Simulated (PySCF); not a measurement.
## Radial density of Al⁺ (aluminium, charge +1)

UHF, [Ne] 3s1 3p1, high-spin 3P determinant (an excited configuration). All numbers are calculated (PySCF 2.14, scalar relativity by spin-free X2C-1e, in dyall-av3z).

```
r (bohr)  4πr²ρ (e/bohr)  4πr²(ρα − ρβ)
 0.00224         0.09348         0.0002
 0.00377          0.2478         0.0006
 0.00635          0.6410         0.0015
  0.0107           1.590         0.0038
  0.0180           3.668         0.0087
  0.0302           7.474         0.0174
  0.0508           12.36         0.0271
  0.0854           14.56         0.0269
   0.144           10.87         0.0218
   0.242           8.725         0.0820
   0.407           12.55         0.1636
   0.684           9.034         0.0133
    1.15           2.020         0.1997
    1.93          0.9275         0.8717
    3.25          0.4982         0.4981
    5.47         0.03598         0.0360
    9.21       0.0001523         0.0002
```

Densities and radii are taken from the X2C orbitals without a picture-change correction, which distorts them close to the nucleus.
